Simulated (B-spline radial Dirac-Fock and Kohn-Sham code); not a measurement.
Yb²¹⁺: eigenvalues, ΔSCF and the reference

System: ytterbium as Yb²¹⁺, [Kr] 4d10 4f3.

The density-functional columns are spherical, spin-unpolarised Dirac-Kohn-Sham results without Breit or QED terms: −ε is minus the orbital energy of the initial state and ΔSCF the difference of two total energies. The reference in the last column comes from Dirac-Fock (average of configuration) total-energy differences with a finite nucleus, the Breit interaction including its frequency dependence, and self-energy and vacuum-polarisation corrections. All numbers are from an atomic code on a B-spline grid, in eV; a selection of levels is shown. For the 1s level of heavy atoms much of the gap between ΔSCF and the reference is the Breit and QED part, -290.2 eV here; for other levels the error of the functional can be larger.

| level | LDA −ε | LDA ΔSCF | Dirac-Fock |
| --- | --- | --- | --- |
| K (1s) | 61694.5 | 62224.2 | 61947.0 |
| L1 (2s) | 10947.8 | 11056.9 | 11117.7 |
| L2 (2p1/2) | 10474.0 | 10609.3 | 10600.5 |
| L3 (2p3/2) | 9428.7 | 9549.1 | 9566.1 |
| M1 (3s) | 2938.1 | 2980.4 | 3030.9 |
| M2 (3p1/2) | 2728.6 | 2773.0 | 2804.8 |
| M3 (3p3/2) | 2506.2 | 2548.0 | 2581.3 |
| M4 (3d3/2) | 2147.9 | 2195.3 | 2202.0 |
| M5 (3d5/2) | 2099.3 | 2145.9 | 2154.5 |
| N1 (4s) | 1027.2 | 1049.9 | 1074.2 |
| N2 (4p1/2) | 940.9 | 963.5 | 979.5 |
| N3 (4p3/2) | 884.3 | 905.9 | 922.6 |
| N4 (4d3/2) | 740.8 | 762.2 | 763.9 |
| N5 (4d5/2) | 729.5 | 750.7 | 752.9 |
| N6,7 (4f) | 550.5 | 572.0 | 569.3 |

Values without a named source are computed, but for edge energies of neutral atoms, which are taken from tables.
